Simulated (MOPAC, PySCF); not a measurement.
H6AlN3, SMILES `[NH2][Al]([NH2])[NH2]`, neutral singlet in the gas phase. 

Cartesian coordinates (Å):
```xyz
10

N      0.2107     1.7703     0.2508
Al     0.0000     0.0000     0.2865
N      1.4254    -1.0691     0.2157
N     -1.6360    -0.7012     0.3930
H     -0.5109     2.4459     0.4775
H      1.0695     2.2483     0.0006
H      2.3847    -0.7678     0.3473
H      1.3947    -2.0672     0.0381
H     -1.8396    -1.6705     0.6110
H     -2.4985    -0.1887     0.2447
```
Charge 0, multiplicity 1.

All levels are single points at this geometry (PBE-D3(BJ)/def2-TZVP); Pople sets use spherical d functions. Orbital energies aren't observables, and empty levels follow the basis.

```csv
level,HOMO (eV),LUMO (eV),gap (eV),dipole (D),"vertical IE, Delta-SCF (eV)"
PBE-D3(BJ)/def2-TZVP in PySCF,-5.27,-0.55,4.73,0.00,–
B3LYP/LANL2DZ in PySCF,-6.14,0.77,6.91,0.00,–
BP86/6-31G* in PySCF,-4.86,-0.03,4.83,0.00,–
M06-2X/6-31G* in PySCF,-7.71,1.45,9.16,0.00,–
SVWN5/6-31G* in PySCF,-4.86,-0.17,4.69,0.00,–
HF/6-31G* in PySCF,-9.97,3.65,13.63,0.00,7.86
HF/STO-3G in PySCF,-7.18,11.42,18.59,0.00,–
AM1 in MOPAC,-9.02,1.41,10.43,0.00,–
PM6 in MOPAC,-8.61,2.73,11.33,0.00,–
```
